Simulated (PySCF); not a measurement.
Geometry (Å), atoms numbered from 1 in this order:
```xyz
11

S     2.0997    0.4507    1.0409
Si    1.4326   -0.1736   -0.8998
O    -0.1609   -0.6217   -0.9080
Si   -1.6015   -0.5346   -0.0943
S    -1.7100    1.1533    1.2247
H     1.4214    1.6199    1.0048
H     2.2702   -1.3548   -1.2323
H     1.6208    0.9288   -1.8804
H    -2.6946   -0.3250   -1.0778
H    -1.7854   -1.7931    0.6773
H    -0.8531    0.6249    2.1275
```

Geometry: PBE0-D3(BJ)/def2-SVP; GIAO shifts from PySCF 2.14, gas phase, non-relativistic, averaged over equivalent atoms.

At wB97X-D/pcSseg-2 (292 basis functions, 59 s wall time on 1 thread of an Arm Neoverse V1, shared host):
| atoms | δ (ppm) |
| --- | --- |
| S1/S5 | -138.6 |
| Si2/Si4 | -22.2 |
| O3 | 79.2 |
| H7/H8/H9/H10 | 5.40 |
| H6/H11 | 1.40 |

References, each an isolated molecule treated in the same way: CS2 for 33S (σref 499.87); TMS for 29Si (σref 340.70) and 1H (σref 31.36); 17O (σref 326.83) vs H2O.

Q: Estimate the result of repeating the calculation with BLYP/pcSseg-2.

A: 
```tsv
atoms	δ at BLYP/pcSseg-2	change
S1/S5	-96.9	+41.7
Si2/Si4	-27.5	-5.3
O3	101.4	+22.2
H7/H8/H9/H10	5.67	+0.27
H6/H11	1.33	-0.07
```

Shifts are taken against calculated references (same method and geometry level): 33S (σ = 487.98 ppm) vs CS2; 29Si (σ = 309.66 ppm) and 1H (σ = 31.38 ppm) against TMS; 17O (σ = 325.17 ppm) against H2O.

The largest change is at S1/S5 (sulfur bonded to Si, H). Cost: 292 basis functions, 52 s wall time on 1 thread of an Arm Neoverse V1, shared host.

Experimental scales use liquid or dissolved standards, which lie at an offset from isolated H2O (liquid H2O: subtract about 36 ppm).
